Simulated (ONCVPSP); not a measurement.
# erbium (Er): excitation energies, all-electron against ONCV

- Element: Er (Z = 68)
- Generator: ONCVPSP 4.0.1
- Type: optimised norm-conserving Vanderbilt (ONCV)
- Functional: PBE
- Relativity: non-relativistic
- Frozen core: [Kr] 4d10 4f11
- Valence charge: 11
- Reference configuration: 5s2 5p6 5d1 6s1 (charge +1)
- Partial waves: 5s+6s: rc 2.35 bohr, ncon 5, nbas 9, qcut 6.5 1/bohr, 2 projectors; 5p: rc 2.40 bohr, ncon 5, nbas 9, qcut 5.8 1/bohr, 2 projectors, debl 2.2 Ha; 5d: rc 2.25 bohr, ncon 3, nbas 6, qcut 4.6 1/bohr, 2 projectors, debl 2 Ha
- Local potential: polynomial inside 1.80 bohr (lpopt 3, dvloc0 1 Ha)
- Core correction: Teter function fitted to the true core (icmod 2), fcfact 0.55

Energies are relative to the spin-unpolarised reference configuration 5s2 5p6 5d1 6s1; without spin polarisation the order of configurations can differ from experiment.

Question: Give the all-electron excitation energy and the error of the potential for: 5s2 5p6 5d1 6s2; 5s2 5p6 5d1 6s0; 5s2 5p6 5d0 6s0; 5s1 5p6 5d1 6s2.

Answer:

```json
{"valence configuration": "5s2 5p6 5d1 6s2", "charge": "0", "ΔE all-electron (eV)": "-6.433", "error AE − PS (meV)": "+3.1"}
{"valence configuration": "5s2 5p6 5d1 6s0", "charge": "+2", "ΔE all-electron (eV)": "11.773", "error AE − PS (meV)": "+11"}
{"valence configuration": "5s2 5p6 5d0 6s0", "charge": "+3", "ΔE all-electron (eV)": "32.335", "error AE − PS (meV)": "-1.0"}
{"valence configuration": "5s1 5p6 5d1 6s2", "charge": "+1", "ΔE all-electron (eV)": "47.061", "error AE − PS (meV)": "-235"}
```

Levels in the configuration 5s2 5p6 5d1 6s0:

| level | all-electron (eV) | pseudo (eV) |
| --- | --- | --- |
| 5s | -61.459 | -61.502 |
| 5p | -42.245 | -42.275 |
| 5d | -15.644 | -15.639 |
